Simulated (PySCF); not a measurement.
## CaBi⁺ at r²SCAN

Level: r²SCAN. Ca def2-SVP, Bi def2-SVP with ECP60; scalar-relativistic core potentials (PySCF 2.14).

| Quantity | Value |
| --- | --- |
| state | ³Σ⁻ (triplet), unpaired electrons π ↑↑ |
| bond length | 3.043 Å |
| harmonic wavenumber | 195 cm⁻¹ |
| force constant | 0.750 mdyn/Å |
| rotational constant Be | 0.05428 cm⁻¹ |
| anharmonicity ωexe | 0.695 cm⁻¹ |
| vibration–rotation constant αe | 0.000216 cm⁻¹ |
| bond order (Mayer) | 1.46 |
| dipole moment (positive dipole points towards Bi; it is taken about the centre of mass and depends on that origin) | -13.36 D |

Spin–orbit coupling is left out, which matters for elements this heavy, above all for dissociation energies. The state is the lowest determinant that a PBE0 search found; another state may lie lower at other levels.
